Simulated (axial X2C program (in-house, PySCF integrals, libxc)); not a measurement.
# HPtH: the levels of the configuration d8 s0

Calculated with an axial X2C code built on PySCF integrals: two-component X2C with atomic mean-field Coulomb and Gaunt terms, basis H dyall-v4z, Pt dyall-v4z (cores contracted in-house). Orbitals come from Hartree–Fock averaged over the configuration Pt d8 s0; CI then distributes these electrons over the d, s shells of Pt.

H–Pt–H held linear, both bonds 1.685 Å (near the minimum of the configuration average).

Lowest levels of this model:

| Ω | energy (cm⁻¹) | g∥ | configuration |
| --- | --- | --- | --- |
| 3 | 0 | 7.81 | 100% d8 |
| 2 | 807 | 4.73 | 100% d8 |
| 1 | 2024 | 1.81 | 100% d8 |
| 0 | 2632 | 0.00 | 100% d8 |
| 4 | 3007 | 9.93 | 100% d8 |
| 0 | 4994 | 0.00 | 100% d8 |
| 1 | 6853 | 1.89 | 100% d8 |
| 2 | 8184 | 5.18 | 100% d8 |
| 0 | 10034 | 0.00 | 100% d8 |
| 3 | 10594 | 6.18 | 100% d8 |
| 1 | 10788 | 2.37 | 100% d8 |
| 2 | 12759 | 3.85 | 100% d8 |
| 1 | 14126 | 2.03 | 100% d8 |
| 2 | 16194 | 4.25 | 100% d8 |
| 0 | 17209 | 0.00 | 100% d8 |
| 0 | 19860 | 0.00 | 100% d8 |
| 0 | 19954 | 0.00 | 100% d8 |
| 0 | 20364 | 0.00 | 100% d8 |

g∥ is the magnitude of 2⟨Lz + ge Sz⟩ for the +Ω component.

Question: From Ω and g∥ of the lowest level, whose 2⟨Lz + ge Sz⟩ is positive, find ⟨Sz⟩ and ⟨Lz⟩ (ge = 2.0023).

Answer: Ω = ⟨Lz⟩ + ⟨Sz⟩ = 3 and ⟨Lz⟩ + ge⟨Sz⟩ = 3.905, so ⟨Sz⟩ = 0.90 and ⟨Lz⟩ = 2.10.

Occupations of the active spinors in the lowest level by ω, shell by shell in order of energy: -5/2: 0.01; -3/2: 0.99 0.99; -1/2: 0.99 0.02 0.00; 1/2: 1.00 1.00 0.00; 3/2: 1.00 1.00; 5/2: 1.00. The leading determinant has weight 0.98 among 39.

This point took 4.1 s on 1 thread of Intel(R) Xeon(R) 6975P-C (Granite Rapids), with other jobs on the host.

There is no dynamic correlation: spin–orbit spacings and, for f shells, spacings inside one term are the most reliable numbers, splittings between terms come out too wide, and energies between configurations are not reliable, so the lowest level need not be the ground state of the molecule. For d shells the ligand-field splittings (σ, π, δ) and their order can be off by a thousand cm⁻¹ or more. At most 4 roots were kept for each Ω > 0 (twice that for Ω = 0) within 3.2 eV of the lowest, so higher up levels can be missing between those listed; levels with Ω > 0 are doubly degenerate and listed once, Ω = 0 levels singly. Some active spinors are only partly of the character that their shell is named for, so the shell names and counts are nominal. States that fill the shells left empty in the average are placed too high. The molecule was held linear; bending was not examined.
